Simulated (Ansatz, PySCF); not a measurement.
Process, species as SMILES: CCS -> C[CH]S + H atom (the C-H bond at the site shown breaks; other sites are not compared here)
Structures are relaxed separately at B3LYP-D3(BJ)/def2-TZVP in Ansatz (an electronic-structure program), one conformer each, not searched for the lowest.

Wanted: bond dissociation energy (0 K, with B3LYP-D3(BJ) harmonic zero-point energies from PySCF), in kcal/mol. Cores are frozen in the correlated levels unless marked. UHF or UKS for open shells. No spin-orbit coupling. Non-relativistic. CBS(X,Y): correlation extrapolated as X^-3; Hartree-Fock from the larger set. The bracket is a focal-point correction in the basis named.

| level | program | bond dissociation energy (kcal/mol) |
|---|---|---|
| PBE0/STO-3G | Ansatz | 114.4 |
| PBE0/def2-QZVPP | Ansatz | 86.9 |
| BHLYP/def2-TZVPD | Ansatz | 88.3 |
| HSE06-D3(BJ)/def2-TZVPD | Ansatz + dftd3 | 87.1 |

Task: Predict the RI-MP2/CBS(cc-pV(T+d)Z,cc-pV(Q+d)Z)+[CCSD(T)-MP2]/cc-pV(T+d)Z result (Ansatz).

Result: 92.9 kcal/mol, so HSE06-D3(BJ)/def2-TZVPD differs from it by -5.8 kcal/mol.
